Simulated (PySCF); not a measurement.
Start geometry of `C=NCO[SiH3]` from GFN2-xTB (Å):
```
atom  x, y, z in Å
C1     2.3138   -0.1363    0.5113
N2     1.6133    0.9408    0.4917
C3     0.1873    0.9364    0.3520
O4    -0.3354   -0.3234    0.2539
Si5   -1.8969   -0.7421   -0.1079
H6     1.8713   -1.1087    0.4185
H7     3.3739   -0.0218    0.6127
H8    -0.0134    1.5512   -0.5302
H9    -0.1980    1.4734    1.2557
H10   -2.8299   -0.2015    0.9080
H11   -1.7751   -2.1856   -0.0490
H12   -2.2712   -0.2105   -1.4051
```

Question: What comes out of this run: PBE0-D3(BJ)/def2-SVP geometry optimisation, gas phase (PySCF)?

Answer: 
```
atom  x, y, z in Å
C1     2.2968   -0.0428    0.6661
N2     1.6219    1.0164    0.5301
C3     0.2213    0.9387    0.2916
O4    -0.2861   -0.3657    0.2270
Si5   -1.8544   -0.7866   -0.1446
H6     1.8571   -1.0527    0.6085
H7     3.3770    0.0410    0.8511
H8     0.0241    1.4827   -0.6537
H9    -0.2768    1.5104    1.0996
H10   -2.8082   -0.2470    0.8738
H11   -1.8988   -2.2730   -0.1536
H12   -2.2399   -0.2457   -1.4857
```

The energy falls by 0.182 eV over 6 energy and gradient evaluations, the largest force component goes from 0.0433 to 4.2e-04 Eh/bohr, and the atoms move by 0.091 Å rms after alignment. The bond that changes most is Si5–H12 (oxygen-bound silicon to Si–H hydrogen), which lengthens by 0.046 Å. Bonds longer at the end by more than 0.005 Å: 8 of 11; shorter: 3. Among the angles that change most is O4–Si5–H11, from 99.4° to 106.4°. Rotational constants go from 14018, 1913, 1737 to 14288, 1891, 1722 MHz. The orientation of the end geometry is arbitrary; only internal coordinates are fixed.

The run used 109 basis functions and 41 SCF cycles in all.

No frequency check. The numbers are those of one conformer.
